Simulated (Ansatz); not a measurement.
System: GeCl$_{2}$, charge 0, singlet. GeCl2 (SMILES [Cl][Ge][Cl]).
B3LYP-D3(BJ)/def2-TZVP minimum from Ansatz (a program for electronic structure):
```xyz
3

Ge    -0.0079     0.0041     0.7266
Cl     1.0991     1.2918    -0.6793
Cl    -1.0842    -1.2996    -0.6884
```
Charge 0, spin multiplicity 1.

Wanted: atomisation energy (electronic, to ground-state atoms), in kcal/mol. UHF or UKS for unpaired electrons; spin-orbit terms are left out. Correlated methods leave the cores frozen (noble-gas shells, and filled d and f shells in the p block). No relativity. CBS(X,Y): correlation extrapolated as X^-3, Hartree-Fock from the larger set. A bracket is a step between two methods taken in the basis named.

CCSD(T)/CBS(def2-TZVPP,def2-QZVPP) + [CCSDT(Q) - CCSD(T)]/def2-TZVPP (Ansatz) gives 192.6 kcal/mol.

Task: What does PBE/def2-TZVPD (Ansatz) give here, and how do the other levels compare?

Result: PBE gives 199.6 kcal/mol, 7.0 kcal/mol above it. Differences of the others: r2SCAN/def2-TZVPD (Ansatz) 3.5; wB97M-V/def2-TZVPD (Ansatz) 1.1; CCSD(T)/CBS(def2-TZVPP,def2-QZVPP) (Ansatz) -0.2 kcal/mol.
